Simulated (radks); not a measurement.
Task: Calculated with a radial shooting solver on a logarithmic mesh with Libxc functionals: scalar-relativistic Kohn-Sham, PBE, spin-unpolarised, spherical densities, finite nucleus; Fermi nuclear charge, rms radius of each element as measured or else 0.836 A^(1/3) + 0.57 fm. Each species is in its NIST ground configuration. Rank Ni4+, Cr4+, Co4+, Cu4+, Zn4+, Fe4+, Sc4+, Ti4+, V4+, Mn4+ by radius at which the density is 0.001 e/bohr^3 (bohr), largest first.

Result: Sc4+ 2.59, V4+ 2.54, Cr4+ 2.54, Mn4+ 2.53, Ti4+ 2.52, Fe4+ 2.51, Co4+ 2.49, Ni4+ 2.46, Cu4+ 2.44, Zn4+ 2.41.
